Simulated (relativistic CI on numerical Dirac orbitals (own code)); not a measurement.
# W14+: q coefficients and field-shift factors

Calculated at this level of theory: Dirac-Coulomb-Breit CI, KLI orbitals optimised for each configuration, derivatives by finite differences, unscaled Slater integrals, QED left out (own radial code, finite nucleus).

Configuration list (outside the closed core [Kr] 4d10): 4f12 5s2, 4f14, 4f13 5s, 4f12 5s 5p, 4f11 5s2 5p, 4f13 5p, 4f13 5d. Double excitations out of closed p, d and f shells are left out; levels of such configurations are missing from the list, as are those of other unlisted configurations, and high levels can miss mixing partners.

With x = (α/α₀)² − 1 an excitation energy changes as ω = ω₀ + qx; K = 2q/ω₀ is the relative enhancement. Terms are leading LS components, so labels can repeat. The field-shift factor is F = δν/δ⟨r²⟩ for the transition from the lowest level.

Lowest level 4f12 5s2 3H_6.

| Level | ω₀ (cm⁻¹) | q (cm⁻¹) | K | F (GHz/fm²) |
| --- | --- | --- | --- | --- |
| 4f12 5s2 3F_4 | 9524.8 | -1033 | -0.217 | 0.139 |
| 4f12 5s2 3H_5 | 16341.3 | 15270 | 1.87 | 0.937 |
| 4f12 5s2 3H_4 | 24081.9 | 16960 | 1.41 | 1.16 |
| 4f12 5s2 3F_3 | 27724.1 | 15250 | 1.1 | 1.15 |
| 4f12 5s2 3F_2 | 28196.3 | 8240 | 0.584 | 0.869 |
| 4f12 5s2 1G_4 | 39742.0 | 29550 | 1.49 | 1.97 |
| 4f12 5s2 3P_2 | 52123.2 | 12470 | 0.479 | 1.52 |
| 4f12 5s2 1I_6 | 61726.1 | 12440 | 0.403 | 1.69 |
| 4f12 5s2 3P_0 | 66228.9 | 7850 | 0.237 | 1.44 |
| 4f12 5s2 3P_1 | 68787.5 | 14630 | 0.425 | 1.89 |
| 4f12 5s2 3P_2 | 71876.2 | 23350 | 0.65 | 2.33 |
| 4f11 5s2 5p 5H_7 | 126385.8 | -249300 | -3.94 | 49.2 |
| 4f11 5s2 5p 3K_8 | 132311.6 | -249200 | -3.77 | 49.3 |
| 4f12 5s2 1S_0 | 135284.7 | 22140 | 0.327 | -0.144 |
| 4f13 5s 3F°_4 | 139761.6 | 277000 | 3.96 | -395 |
| 4f13 5s 3F°_3 | 144312.7 | 279200 | 3.87 | -396 |
| 4f11 5s2 5p 5H_6 | 144433.8 | -233700 | -3.24 | 50.1 |
| 4f11 5s2 5p 5K_7 | 146303.4 | -234600 | -3.21 | 50.2 |
| 4f11 5s2 5p 3H_5 | 150496.9 | -240100 | -3.19 | 50.1 |
| 4f11 5s2 5p 3F_4 | 151648.4 | -250500 | -3.3 | 49.7 |
| 4f11 5s2 5p 5K_6 | 152852.4 | -236300 | -3.09 | 49.9 |
| 4f11 5s2 5p 3G_5 | 154404.7 | -246800 | -3.2 | 49.8 |
| 4f13 5s 3F°_2 | 157477.4 | 293100 | 3.72 | -394 |

At this charge transitions that keep the count of f electrons are usually good to a few per cent. Terms inside the open d or f shell come out 10 to 20 % too wide with unscaled integrals. Levels and lines within the n = 5 or 6 shells can be off by up to 10 % or somewhat more, and those that change n by about 2 %, since core polarisation is missing. Levels that differ in their count of f electrons can be misplaced by several ten thousand cm⁻¹, since the correlation energy of f electrons is missing or only estimated; rates across such gaps can be off by orders of magnitude.
